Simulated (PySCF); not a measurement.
## Ionising BeSn

PBE; Be aug-cc-pVDZ, Sn aug-cc-pVDZ-PP with ECP28; scalar-relativistic core potentials (PySCF 2.14). Neutral (UKS): triplet (π ↑↑), Re = 2.358 Å, ωe = 453 cm⁻¹, De = 1.44 eV, HOMO -4.43 eV, LUMO -3.64 eV.

BeSn⁻ (UKS): quartet (σ ↑, π ↑↑), Re = 2.445 Å, ωe = 398 cm⁻¹, De = 1.50 eV to Be + Sn⁻. The energies at the minima are -228.92439 hartree for BeSn and -228.97870 for BeSn⁻.

(1) Work out the adiabatic electron affinity, without and with harmonic zero-point energies (1 hartree = 27.2114 eV, 1 eV = 8065.5 cm⁻¹), and the change of the bond length.

These are scalar-relativistic numbers at best; spin–orbit coupling would shift them, the dissociation energy most. For an ion De counts to the pair picked by the measured ionisation energies or electron affinities, which need not be the lowest pair at this level. The highest Kohn–Sham level is positive in this anion. Much of that is self-interaction error, but it also means that the finite basis helps to hold the extra electron. States were picked by a PBE0 search and need not be the measured ground states.

Results:

(1) At PBE: 0.05431 hartree = 1.478 eV between the minima; the zero-point term (453.0 − 398.0)/2 cm⁻¹ = +0.003 eV makes it 1.481 eV. Re changes by +8.7 pm against the neutral. The electron enters a σ orbital; the charge polarises the partner, so the anion is bound more strongly.
